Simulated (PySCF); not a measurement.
## Ionisation energy along the 14-electron series

Calculated with PySCF 2.14 and a two-component X2C-1e Hamiltonian (Gaussian nucleus, no Breit or QED terms), each ion in its own even-tempered basis scaled to its charge; GMP2 freezes 1s2 and drops the highest virtual spinors. Values in eV. NIST values: (m) measured, (s) semi-empirical, (t) theoretical.

```csv
ion,configuration,GHF (spin-free),GMP2 (spin-free),GHF (screened spin-orbit),GMP2 (screened spin-orbit),NIST
V⁹⁺,[Ne] 3s2 3p2,228.32,229.02,228.03,228.73,230.5 ± 0.5 (s)
Cr¹⁰⁺,[Ne] 3s2 3p2,268.52,269.24,268.18,268.90,270.8 ± 0.5 (s)
Mn¹¹⁺,[Ne] 3s2 3p2,311.81,312.52,311.42,312.15,314.4 ± 0.6 (s)
```

Between Z = 23 and Z = 25 the GMP2 (screened spin-orbit) value grows as Z to the power 3.73.
